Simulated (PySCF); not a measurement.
Species: C7H12SSi.
Atom-mapped SMILES: `[CH:1]#[C:2]/[C:3]([CH2:4][CH3:5])=[C:6](/[CH3:7])[S:8][SiH3:9]` (hydrogens: H10 on C1; H11, H12 on C4; H13, H14, H15 on C5; H16, H17, H18 on C7; H19, H20, H21 on Si9)

Cartesian coordinates in Å at the PBE0-D3(BJ)/def2-SVP level; atoms count from 1:
```
atom  x, y, z in Å
C1    -0.5409    2.8351   -1.1865
C2    -0.4640    1.7199   -0.7118
C3    -0.4651    0.3840   -0.2090
C4    -1.6264   -0.4706   -0.6702
C5    -2.9017   -0.1893    0.1169
C6     0.4889   -0.0447    0.6561
C7     0.5414   -1.3941    1.2934
S8     1.8089    1.0564    1.1757
Si9    3.0462    0.7747   -0.5570
H10   -0.5801    3.8311   -1.5867
H11   -1.3622   -1.5354   -0.6015
H12   -1.7978   -0.2615   -1.7380
H13   -2.7704   -0.4330    1.1823
H14   -3.7440   -0.7835   -0.2688
H15   -3.1768    0.8742    0.0501
H16   -0.3039   -2.0342    1.0098
H17    0.5435   -1.2895    2.3902
H18    1.4794   -1.9097    1.0295
H19    3.2739   -0.6857   -0.7790
H20    2.4378    1.3684   -1.7820
H21    4.3427    1.4503   -0.2556
```

Computed, not measured: TDDFT wB97X-D/def2-SVPD, vertical, gas phase, core orbitals frozen in the response (PySCF).

Computed states:

| state | E (eV) | f |
| --- | --- | --- |
| S1 | 4.82 | 0.023 |
| S2 | 5.22 | 0.292 |
| S3 | 5.50 | 0.0027 |
| S4 | 5.82 | 0.012 |
| S5 | 6.10 | 0.0073 |
| S6 | 6.29 | 0.017 |
| S7 | 6.38 | 0.011 |
| S8 | 6.76 | 0.131 |
| S9 | 6.79 | 0.016 |
| S10 | 7.05 | 0.015 |

Broadening: Gaussians 0.5 eV wide at half height, area fixed by f = 4.319×10⁻⁹ ∫ε dν̃. The width is an assumption, not a result. The curve ends short of the highest state used, and states not computed would add to its high-energy end.

Question: What does the envelope look like, and where are its maxima?

Answer: 
(E (eV), ε (L mol⁻¹ cm⁻¹)): (4.07, 2), (4.15, 8), (4.24, 30), (4.32, 78), (4.40, 182), (4.48, 377), (4.56, 706), (4.65, 1315), (4.73, 2202), (4.81, 3621), (4.89, 5784), (4.97, 8712), (5.06, 12388), (5.14, 15009), (5.22, 16016), (5.30, 14963), (5.38, 12226), (5.47, 8348), (5.55, 5281), (5.63, 3129), (5.71, 1912), (5.79, 1369), (5.88, 1208), (5.96, 1264), (6.04, 1429), (6.12, 1674), (6.20, 1989), (6.29, 2459), (6.37, 3088), (6.45, 4048)

Maxima: 238 nm (5.22 eV), ε about 16000, made up of S2 (98%) (ε in L mol⁻¹ cm⁻¹; maxima over ε = 5, shares over 10%). At its high-energy end, 6.45 eV, the curve is still rising (ε about 4000, from S6, S7 and S8).

Question: On this curve, what absorbance would a 10⁻⁴ mol/L sample give at 254 nm over a 1 cm path?

Answer: 254 nm is 4.881 eV, where ε is about 5500 L mol⁻¹ cm⁻¹, so A = ε c l ≈ 0.55 (Beer–Lambert, with the gas-phase spectrum and the assumed width).

Question: What would ε be at 5.22 eV, the highest of these maxima, with half the width (0.25 eV)?

Answer: About 31400 L mol⁻¹ cm⁻¹ against 16000, a factor of about 1.96; a lone state at its own centre would give exactly 2.

Question: Coming from long wavelengths, where does ε first pass 100 L mol⁻¹ cm⁻¹?

Answer: At about 286 nm (4.34 eV), 0.48 eV below S1.

All these states lie below the vertical ionisation energy of 8.38 eV (ΔSCF).

One conformer stands for the species.
